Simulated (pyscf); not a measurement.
Optimised with ωB97X-D3(BJ)/def2-SVP in PySCF. MP2 and CC: frozen core, UHF for open shells. ΔMP2 is the change of the MP2 total energy from the triple- to the quadruple-zeta basis.

### Question
For HO–SiH₂• -> •O–SiH₃, a hydrogen shift (doublet surface; H–O broken, H–Si formed), PBE/def2-TZVP gives ΔE‡ = 1.76 eV and ΔE = +1.22 eV (zero: the reactant's lowest minimum found). In which direction and how far do M06-2X/def2-TZVP, ωB97M-D3(BJ)/def2-TZVP, CCSD(T)/def2-TZVPP + ΔMP2(QZVPP) move these?

### Answer
M06-2X: ΔE‡ = 2.14 eV, ΔE = +1.24 eV; ωB97M-D3(BJ): ΔE‡ = 1.98 eV, ΔE = +1.08 eV; CCSD(T): ΔE‡ = 2.06 eV, ΔE = +1.23 eV. PBE's barrier lies under all of them, by 0.22 to 0.39 eV. Its reaction energy lies among theirs. Low barriers are usual for a GGA, whose delocalisation error favours stretched bonds. One saddle was located; it need not be the lowest between these sides. The CCSD(T) − MP2 part came from Ansatz, without density fitting, on the same reference.
